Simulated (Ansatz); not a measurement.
`COBO[SiH3]` + H–F → `FBO[SiH3]` + CH₃OH at 600 K and 1 bar (ligand exchange at a B–O bond).

Gas-phase electronic energies from Ansatz, PBE0-D4/def2-TZVP geometries. CCSD(T)/CBS adds triple-zeta CCSD(T) − MP2 to the extrapolated MP2 energy (def2 sets, frozen cores). This one scheme is used for every species. Each species was taken in one conformer, which may not be the lowest.

```tsv
species	CCSD(T)/CBS energy (Eh)	H − E (kJ/mol)	S (J/(mol·K))
`COBO[SiH3]`	-506.60589	291.4	451.4
H–F	-100.39570	42.3	194.0
`FBO[SiH3]`	-491.38634	168.9	388.1
CH₃OH	-115.61712	163.6	277.3
```

H − E and S are ideal-gas, rigid-rotor, harmonic terms from PBE0-D4/def2-TZVP, for one conformer and one mirror image of each species. 1 Eh = 2625.50 kJ/mol, R = 8.31446 J/(mol·K).

By hand: ΔE, ΔH, ΔS and ΔG.

ΔE = (-491.38634) + (-115.61712) − (-506.60589) − (-100.39570) = -0.00187 Eh = -4.9 kJ/mol. Δ(H − E) = 168.9 + 163.6 − 291.4 − 42.3 = -1.2, so ΔH = -6.1 kJ/mol. ΔS = 388.1 + 277.3 − 451.4 − 194.0 = 20.0 J/(mol·K). ΔG = -6.1 − 600 × (20.0)/1000 = -18.1 kJ/mol.

By hand: the equilibrium constant, and the temperature at which ΔG would vanish if ΔH and ΔS stayed fixed.

log₁₀ K = −ΔG/(RT ln 10) = 1.6. ΔH and −TΔS have one sign here, so there is no such temperature.

TΔS isn't small against ΔH here. A doubt of 5 kJ/mol in ΔE shifts log₁₀ K by 0.4 here. Other conformers and mirror images would add mixing entropy, several J/(mol·K) or more a flexible species. These are equilibria of isolated gas molecules and say nothing of rates. Largest T1 diagnostic: 0.013 (customary marks: 0.02 for closed shells, 0.045 for open ones).
